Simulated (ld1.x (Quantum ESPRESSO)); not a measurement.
# calcium (Ca), TM: configuration errors across variants

* Element: calcium
* Generator: ld1.x (Quantum ESPRESSO) 7.5
* Type: norm-conserving Troullier–Martins (Kleinman–Bylander form)
* Functional: BLYP
* Relativity: scalar-relativistic
* Frozen core: [Ne]
* Valence charge: 10
* Reference configuration: 3s2 3p6 3d0 4s1.5 4p0 (charge +0.5)
* Partial waves: 3s (bound): rc 1.90 bohr; 3p (bound): rc 1.45 bohr; 3d (bound, empty): rc 1.55 bohr
* Local potential: all-electron potential smoothed inside 1.70 bohr (lloc = -2)
* Core correction: none

Occupied shells without a wave of their own: 4s. They enter only through the test configuration that unscreens the potential.

All-electron excitation energies from the reference (eV): (1) 3s2 3p6 3d0 4s2 4p0 -2.443; (2) 3s2 3p6 3d0 4s1 4p0 3.787; (3) 3s2 3p6 3d0 4s0 4p0 15.747; (4) 3s1 3p6 3d0 4s2 4p0 51.489; (5) 3s2 3p5 3d0 4s2 4p0 31.995; (6) 3s2 3p6 3d1 4s1 4p0 -0.162; (7) 3s2 3p6 3d1 4s0 4p0 5.275.

For the base: The 4s level has no wave, so the channel is fitted at the deeper level alone: the likely source of the large errors.

On the changes marked as counting shells twice: ld1.x takes every shell without a wave as core, so the model core holds the marked electrons as well and exchange and correlation see them twice. This cancels in the reference configuration, but the file is broken for other ones, and its errors say nothing about a proper core correction.

2 further variants failed, have other tests or too few solved ones, and are left out.

The file “base” misses its own reference levels by 0.6 eV. The file “wave 3d (bound): rc 1.55 bohr becomes 3d (bound): rc 1.62 bohr” misses its own reference levels by 0.6 eV. The file “local potential the s channel” misses its own reference levels by 0.6 eV. The file “wave 3s (bound): rc 1.90 bohr becomes 3s (bound): rc 1.92 bohr” misses its own reference levels by 0.6 eV. The file “core correction full core density, not smoothed (it rises at the typed radius of 1.52 bohr, so ld1.x skipped the fit) (4s counted twice)” misses its own reference levels by 0.6 eV.

Errors AE − PS in meV (a dash: test not solved or not reliable):

```csv
change,(1),(2),(3),(4),(5),(6),(7),bound ghosts
base,+237,-338,-1422,+642,+745,-170,-746,none
wave 3d (bound): rc 1.55 bohr becomes 3d (bound): rc 1.62 bohr,+237,-338,-1422,+642,+745,-170,-745,none
local potential the s channel,+258,-367,-1533,+713,+791,-187,-819,none
wave 3s (bound): rc 1.90 bohr becomes 3s (bound): rc 1.92 bohr,+237,-338,-1422,+642,+745,-170,-746,none
"core correction full core density, not smoothed (it rises at the typed radius of 1.52 bohr, so ld1.x skipped the fit) (4s counted twice)",+213,-366,-1707,+629,+716,-186,-856,none
local potential all-electron potential smoothed inside 1.20 bohr (lloc = -2),+103,-147,-625,+279,+401,-66,-309,none
```

(1) Give the same row for: wave 3p (bound): rc 1.45 bohr becomes 3p (bound): rc 1.78 bohr.

Answers

(1) +237, -338, -1422, +646, +742, -170, -746; bound ghosts: none.
